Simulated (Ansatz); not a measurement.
Cartesian coordinates (Å):
```xyz
7

C     -1.5345     0.1291     0.5057
C     -0.2614    -0.0705     0.2743
C      0.9860    -0.2153     0.0767
N      2.1602    -0.4818    -0.1843
H     -2.2921    -0.5758     0.1698
H     -1.8897     1.0064     1.0422
H      2.8315     0.2080     0.1526
```
Charge 0, multiplicity 1.

Method: frozen-core CCSD(T)/cc-pVQZ // PBE0-D3(BJ)/def2-TZVP in Ansatz (a program for electronic structure). The restricted HF reference is unstable towards unrestricted orbitals.

- HF energy: -169.76490 Ha
- MP2 correlation energy: -0.70229 Ha

Q: Estimate the CCSD correlation energy, the (T) correction, the total energy and the T1 diagnostic.

A: 
```json
{
  "CCSD correlation energy": "-0.71205 Ha",
  "(T) correction": "-0.03988 Ha",
  "CCSD(T) total energy": "-170.51682 Ha",
  "T1 diagnostic": "0.016"
}
```
